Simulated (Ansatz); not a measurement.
Relaxation of Cl$_{3}$F$_{3}$Ta (7 atoms, charge 0, multiplicity 2), to a largest force component of 0.03 eV/Å in at most 50 steps.

Computed with Ansatz 0.2.0, UKS PBE/def2-SVP.

```xyz
7
Properties=species:S:1:pos:R:3:forces:R:3
Ta -0.086 -0.039 -0.032 0.70 0.05 -0.03
F 1.821 -0.106 -0.016 -0.72 -0.02 0.08
F 0.028 0.106 1.855 0.02 0.05 -0.04
Cl 0.058 0.123 -2.361 -0.04 -0.01 0.00
F -1.154 1.496 -0.015 0.01 -0.06 0.04
Cl -1.228 -2.017 0.035 0.00 0.00 -0.03
Cl 4.520 -0.031 -0.006 0.03 0.00 0.00
```

**Question.** Where does it end, and by what steps?

**Answer.** It converged. The force dipped under the threshold on the way, but the program's further checks kept it going. After 26 steps the energy has fallen by 0.997 eV; Cl7 moved furthest, 2.45 Å. Joined: Ta1–Cl7 (4.61 → 2.55 Å).

```json
{"step": "0", "energy less start (eV)": "0.0000", "largest force component (eV/Å)": "0.722", "accepted": "yes"}
{"step": "1", "energy less start (eV)": "-0.0110", "largest force component (eV/Å)": "0.121", "accepted": "yes"}
{"step": "2", "energy less start (eV)": "-0.0135", "largest force component (eV/Å)": "0.033", "accepted": "yes"}
{"step": "3", "energy less start (eV)": "-0.0153", "largest force component (eV/Å)": "0.037", "accepted": "yes"}
{"step": "4", "energy less start (eV)": "-0.0160", "largest force component (eV/Å)": "0.067", "accepted": "yes"}
{"step": "5", "energy less start (eV)": "-0.0181", "largest force component (eV/Å)": "0.081", "accepted": "yes"}
{"step": "6", "energy less start (eV)": "-0.0187", "largest force component (eV/Å)": "0.023", "accepted": "yes"}
{"step": "7", "energy less start (eV)": "-0.0201", "largest force component (eV/Å)": "0.241", "accepted": "yes"}
{"step": "8", "energy less start (eV)": "-0.0220", "largest force component (eV/Å)": "0.321", "accepted": "yes"}
{"step": "9", "energy less start (eV)": "-0.0276", "largest force component (eV/Å)": "0.591", "accepted": "yes"}
{"step": "10", "energy less start (eV)": "-0.0338", "largest force component (eV/Å)": "0.722", "accepted": "yes"}
{"step": "11", "energy less start (eV)": "-0.0484", "largest force component (eV/Å)": "0.945", "accepted": "yes"}
{"step": "12", "energy less start (eV)": "-0.0885", "largest force component (eV/Å)": "0.098", "accepted": "yes"}
{"step": "13", "energy less start (eV)": "-0.1111", "largest force component (eV/Å)": "0.100", "accepted": "yes"}
{"step": "14", "energy less start (eV)": "-0.1337", "largest force component (eV/Å)": "0.109", "accepted": "yes"}
{"step": "15", "energy less start (eV)": "-0.1567", "largest force component (eV/Å)": "0.112", "accepted": "yes"}
{"step": "16", "energy less start (eV)": "-0.1904", "largest force component (eV/Å)": "0.166", "accepted": "yes"}
{"step": "17", "energy less start (eV)": "-0.2343", "largest force component (eV/Å)": "0.741", "accepted": "yes"}
{"step": "18", "energy less start (eV)": "-0.3415", "largest force component (eV/Å)": "0.882", "accepted": "yes"}
{"step": "19", "energy less start (eV)": "-0.6447", "largest force component (eV/Å)": "1.382", "accepted": "yes"}
{"step": "20", "energy less start (eV)": "-0.8798", "largest force component (eV/Å)": "0.742", "accepted": "yes"}
{"step": "21", "energy less start (eV)": "-0.8330", "largest force component (eV/Å)": "0.959", "accepted": "no"}
{"step": "22", "energy less start (eV)": "-0.9567", "largest force component (eV/Å)": "0.390", "accepted": "yes"}
{"step": "23", "energy less start (eV)": "-0.9904", "largest force component (eV/Å)": "0.094", "accepted": "yes"}
{"step": "24", "energy less start (eV)": "-0.9957", "largest force component (eV/Å)": "0.086", "accepted": "yes"}
{"step": "25", "energy less start (eV)": "-0.9949", "largest force component (eV/Å)": "0.185", "accepted": "no"}
{"step": "26", "energy less start (eV)": "-0.9966", "largest force component (eV/Å)": "0.015", "accepted": "yes"}
```

```xyz
7
Properties=species:S:1:pos:R:3
Ta 0.407 -0.174 0.156
F 1.577 -1.662 0.092
F 0.680 0.021 1.996
Cl 0.859 0.125 -2.300
F -0.541 1.464 0.077
Cl -1.480 -1.458 -0.120
Cl 2.458 1.216 -0.441
```

Whether the end is a true minimum wasn't checked by a vibrational analysis.

The run took 3.3 min on 4 threads of Arm Neoverse V1, on a shared host, peak memory 0.37 GiB.
